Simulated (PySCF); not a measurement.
GaF2Br, SMILES [F][Ga]([Br])[F]. Heavy atoms are numbered as in [Ga:1]([F:2])([F:3])[Br:4].

Geometry optimised at PBE0-D3(BJ)/def2-SVP. The structure was generated by enumeration; whether it is a known compound was not checked.

Level of theory: PySCF with B3LYP/pcSseg-1.

GIAO shieldings, no solvent; atoms alike by connectivity are averaged. δ = σ(ref) − σ: ¹⁹F against CFCl3 (σ = 161.7 ppm), references at their B3LYP-D3(BJ)/def2-TZVP geometries, non-relativistic (without spin–orbit terms, shifts of atoms bonded to Cl or Br come out too high).

Computed chemical shifts:
| nucleus | atoms | count | δ (ppm) |
|---|---|---|---|
| ¹⁹F | F2 | 2 | -141.0 |
